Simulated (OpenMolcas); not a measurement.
Ti2+.

- Program: OpenMolcas 26.06
- Basis: ANO-L-VTZP [6s5p3d2f1g]
- Scalar Hamiltonian: non-relativistic, point nucleus
- Active space: 2 electrons in 6 orbitals (3d 4s)
- State averaging: 2S+1 = 3 even, 15 roots; 2S+1 = 1 even, 20 roots kept (CI in the orbitals of an earlier block)
- Spin-orbit coupling: state interaction with AMFI integrals over the reference wave functions, term energies averaged over their components

Two sets of levels on these reference wave functions, in eV above 3d² ³F₂: one from CASSCF and one from MS-CASPT2, IPEA 0.25 Eh, imaginary shift 0.1 Eh (closed shells correlated: 3s 3p).

```tsv
Level	Set 1	Set 2
3d² ³F₂	0.0000	0.0000
3d² ³F₃	0.0256	0.0254
3d² ³F₄	0.0587	0.0585
3d² ¹D₂	1.030	1.418
3d² ³P₀	1.390	1.707
3d² ³P₁	1.399	1.715
3d² ³P₂	1.417	1.734
3d² ¹G₄	1.840	2.220
3d 4s ³D₁	4.759	5.104
3d 4s ³D₂	4.774	5.120
3d 4s ³D₃	4.800	5.145
3d² ¹S₀	4.096	5.380
3d 4s ¹D₂	5.149	5.792
```

Q: Which set is which?

A: Set 1 is MS-CASPT2. Its levels of the other terms of 3d² lie at 0.73 to 0.83 of the other set's values, as expected, since terms of lower spin or lower L gain more correlation energy than the Hund ground term. Against 11 measured levels (Corliss and Sugar, J. Phys. Chem. Ref. Data 8, 1 (1979)) the mean absolute deviation is 370 cm-1 with it and 3500 cm-1 without; single levels miss by up to 710 cm-1 with it.

CASPT2 does not keep the components of a term degenerate, so their means are used; among the terms shown or strongly mixed into the levels shown the widest spread is 660 cm-1 (3d² ³F, MS-CASPT2). Terms from blocks run as CI alone lack orbitals of their own. A single d shell beside an s shell can misplace configurations of different d count against each other. Without dynamic correlation excited terms often stand tens of per cent too high (terms of higher spin than the ground term too low), and those without a measured partner can miss by more than the paired ones (holds for CASSCF). Computed and measured levels are paired by configuration, term and J; levels that our copy of the source lacks, or whose pairing is in doubt (as where it misses far off the trend of its configuration), stay unpaired and out of the deviations. Levels of configurations outside the active space are missing.
